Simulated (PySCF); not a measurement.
**Atomic charges against the basis set**

C₂H₉BSi.
Numbering: `[BH2:1][CH2:2][CH2:3][SiH3:4]` (hydrogens: H5, H6 on B1; H7, H8 on C2; H9, H10 on C3; H11, H12, H13 on Si4)

PBE0 throughout (PySCF), one geometry, spherical d and f functions. Isolated species at its PBE0-D3(BJ)/def2-SVP geometry (one conformer only). Atoms taken as equivalent share a column and are averaged. The first 7 of 8 kinds of atom are listed.

Mulliken charges (e):

```
        basis  functions      B1      C2      C3     Si4   H5/H6   H7/H8  H9/H10
       STO-3G         33  +0.170  -0.250  -0.297  +0.537  -0.049  +0.083  +0.069
        6-31G         58  +0.221  -0.500  -0.633  +0.539  -0.036  +0.190  +0.193
     pcSseg-0         58  +0.255  -0.822  -0.943  +0.556  +0.023  +0.268  +0.269
       6-31G*         78  +0.112  -0.464  -0.553  +0.360  -0.010  +0.193  +0.192
      cc-pVDZ        105  +0.018  -0.090  -0.191  +0.220  -0.019  +0.058  +0.055
     def2-SVP        105  +0.046  -0.139  -0.283  +0.350  -0.018  +0.069  +0.069
6-311+G(2d,p)        170  +0.063  -0.357  -0.571  +0.379  +0.002  +0.177  +0.162
  aug-cc-pVDZ        177  -1.353  +0.591  +0.331  -0.646  +0.669  -0.283  -0.252
    def2-TZVP        184  -0.069  -0.247  -0.314  +0.139  +0.018  +0.137  +0.130
     IGLO-III        239  +0.208  -0.394  -0.434  +0.698  -0.049  +0.132  +0.135
      cc-pVTZ        250  -0.040  -0.200  -0.259  +0.151  +0.015  +0.104  +0.103
```

IAO charges (e):

```
        basis  functions      B1      C2      C3     Si4   H5/H6   H7/H8  H9/H10
       STO-3G         33  +0.088  -0.396  -0.499  +0.636  -0.001  +0.149  +0.128
        6-31G         58  +0.054  -0.403  -0.505  +0.441  +0.010  +0.167  +0.151
     pcSseg-0         58  +0.048  -0.402  -0.520  +0.435  +0.010  +0.169  +0.153
       6-31G*         78  +0.073  -0.396  -0.518  +0.569  +0.002  +0.161  +0.144
      cc-pVDZ        105  +0.057  -0.395  -0.517  +0.565  +0.008  +0.162  +0.144
     def2-SVP        105  +0.064  -0.391  -0.516  +0.586  +0.004  +0.160  +0.142
6-311+G(2d,p)        170  +0.060  -0.406  -0.535  +0.599  +0.007  +0.166  +0.148
  aug-cc-pVDZ        177  +0.058  -0.403  -0.524  +0.566  +0.008  +0.165  +0.147
    def2-TZVP        184  +0.060  -0.406  -0.538  +0.608  +0.007  +0.166  +0.149
     IGLO-III        239  +0.059  -0.406  -0.538  +0.607  +0.008  +0.167  +0.149
      cc-pVTZ        250  +0.059  -0.406  -0.535  +0.593  +0.007  +0.167  +0.149
```

Hirshfeld charges (e):

```json
{"basis": "STO-3G", "functions": "33", "B1": "+0.166", "C2": "-0.074", "C3": "-0.090", "Si4": "+0.342", "H5/H6": "-0.073", "H7/H8": "+0.023", "H9/H10": "+0.007"}
{"basis": "6-31G", "functions": "58", "B1": "+0.148", "C2": "-0.112", "C3": "-0.137", "Si4": "+0.275", "H5/H6": "-0.060", "H7/H8": "+0.049", "H9/H10": "+0.038"}
{"basis": "pcSseg-0", "functions": "58", "B1": "+0.149", "C2": "-0.120", "C3": "-0.134", "Si4": "+0.304", "H5/H6": "-0.063", "H7/H8": "+0.047", "H9/H10": "+0.031"}
{"basis": "6-31G*", "functions": "78", "B1": "+0.150", "C2": "-0.113", "C3": "-0.140", "Si4": "+0.276", "H5/H6": "-0.061", "H7/H8": "+0.050", "H9/H10": "+0.041"}
{"basis": "cc-pVDZ", "functions": "105", "B1": "+0.150", "C2": "-0.127", "C3": "-0.144", "Si4": "+0.301", "H5/H6": "-0.061", "H7/H8": "+0.052", "H9/H10": "+0.040"}
{"basis": "def2-SVP", "functions": "105", "B1": "+0.151", "C2": "-0.131", "C3": "-0.146", "Si4": "+0.309", "H5/H6": "-0.062", "H7/H8": "+0.052", "H9/H10": "+0.040"}
{"basis": "6-311+G(2d,p)", "functions": "170", "B1": "+0.156", "C2": "-0.140", "C3": "-0.159", "Si4": "+0.310", "H5/H6": "-0.059", "H7/H8": "+0.053", "H9/H10": "+0.042"}
{"basis": "aug-cc-pVDZ", "functions": "177", "B1": "+0.152", "C2": "-0.144", "C3": "-0.163", "Si4": "+0.308", "H5/H6": "-0.057", "H7/H8": "+0.054", "H9/H10": "+0.043"}
{"basis": "def2-TZVP", "functions": "184", "B1": "+0.152", "C2": "-0.139", "C3": "-0.158", "Si4": "+0.304", "H5/H6": "-0.059", "H7/H8": "+0.054", "H9/H10": "+0.043"}
{"basis": "IGLO-III", "functions": "239", "B1": "+0.150", "C2": "-0.143", "C3": "-0.160", "Si4": "+0.303", "H5/H6": "-0.058", "H7/H8": "+0.053", "H9/H10": "+0.043"}
{"basis": "cc-pVTZ", "functions": "250", "B1": "+0.151", "C2": "-0.137", "C3": "-0.156", "Si4": "+0.302", "H5/H6": "-0.059", "H7/H8": "+0.054", "H9/H10": "+0.043"}
```

Some averages cover members that differ in this geometry, most widely: H7/H8, Mulliken in aug-cc-pVDZ -0.328 to -0.239; H9/H10, Mulliken in aug-cc-pVDZ -0.288 to -0.216; H5/H6, Mulliken in aug-cc-pVDZ +0.654 to +0.685; H7/H8, IAO in pcSseg-0 +0.156 to +0.182 e.

Task: Which scheme is steadiest as the basis changes?

Result: Largest range over the bases for any column: Hirshfeld 0.07 e, IAO 0.20 e, Mulliken 1.61 e. Hirshfeld charges move least and Mulliken charges most, counted in e. Without the minimal STO-3G basis the ranges are Hirshfeld 0.04, IAO 0.17, Mulliken 1.61 e.

Task: How much do the charges still move between the two largest bases, IGLO-III and cc-pVTZ?

Result: At most, over all atoms: Mulliken 0.547 e, IAO 0.014 e, Hirshfeld 0.006 e.

Task: What do the same runs give for the total energy, the frontier levels and the dipole moment?

Result: 
| basis | energy (Eh) | HOMO (eV) | LUMO (eV) | μ (D) |
| --- | --- | --- | --- | --- |
| STO-3G | -391.0896 | -6.75 | 1.86 | 0.73 |
| 6-31G | -395.5931 | -8.37 | -0.96 | 1.20 |
| pcSseg-0 | -395.0869 | -8.69 | -1.29 | 0.99 |
| 6-31G* | -395.6472 | -8.32 | -0.93 | 1.21 |
| cc-pVDZ | -395.6701 | -8.38 | -1.18 | 1.20 |
| def2-SVP | -395.5033 | -8.44 | -1.21 | 1.18 |
| 6-311+G(2d,p) | -395.7084 | -8.46 | -1.33 | 1.16 |
| aug-cc-pVDZ | -395.6763 | -8.44 | -1.33 | 1.15 |
| def2-TZVP | -395.7157 | -8.44 | -1.30 | 1.18 |
| IGLO-III | -395.7212 | -8.45 | -1.33 | 1.15 |
| cc-pVTZ | -395.7168 | -8.44 | -1.29 | 1.18 |

The dipole is fixed by the density alone, so its range of 0.48 D shows that the density itself changes with the basis, not only its division among atoms.
